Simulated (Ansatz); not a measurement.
Cost and result up the ladder for Ta₂O₆H₂ (10 atoms). Total charge 0; singlet. Geometry: PBE-D4/def2-SVP.

```tsv
atom	x (Å)	y (Å)	z (Å)
Ta1	-0.959	1.395	-0.739
Ta2	0.571	-0.836	0.452
O3	2.000	-1.732	-0.428
O4	-2.297	2.799	-0.874
O5	0.719	1.027	0.422
O6	-1.480	2.708	-2.073
O7	0.280	-1.576	2.178
O8	-0.973	-0.672	-0.589
H9	2.448	-1.665	-1.289
H10	-0.309	-1.448	2.941
```

Ansatz on 4 threads of Arm Neoverse V1 on a shared host. Times are rough, and most runs start from the orbitals of an earlier one. No level here is sound enough to serve as a yardstick. Binding counts from free atoms at the same level (Ta quartet, O triplet, H doublet; other spins of the atoms weren't run), without zero-point energy or a counterpoise term.

In the def2 sets Ta takes a core potential; there is no spin–orbit coupling. B3LYP takes the VWN-RPA correlation. HSE06 is defined as in plane-wave codes, on full-range PBE exchange. The structure holds one bond between oxygen atoms, so isomers without such links may lie far lower. No other spin state of charge 0 was run. Another isomer (singlet) lies 1.67 eV lower at PBE0-D4/def2-TZVP; other spin states weren't run for this one.

Run but left out: CCSD(T)/def2-SVP (restricted singlet, unstable towards broken spin symmetry).

| level | functions | binding energy per atom (eV) | remarks |
| --- | --- | --- | --- |
| r2SCAN-D4/def2-TZVP | 278 | 4.91 | restricted SCF unstable in HF |
| B3LYP-D4/def2-TZVP | 278 | 4.78 | restricted SCF unstable in HF |
| HSE06-D4/def2-TZVP | 278 | 4.77 | restricted SCF unstable in HF |
| PBE0-D4/def2-TZVP | 278 | 4.77 | restricted SCF unstable in HF |
| PBE-D4/def2-TZVP (with forces) | 278 | 5.14 | restricted SCF unstable in HF |

(1) Estimate how long each takes.

Answers

(1) PBE-D4/def2-TZVP (with forces) 5 s; B3LYP-D4/def2-TZVP 6.5 s; HSE06-D4/def2-TZVP 7 s; PBE0-D4/def2-TZVP 9.5 s; r2SCAN-D4/def2-TZVP 9.5 s. On shared hardware such times vary by a factor of up to 3.
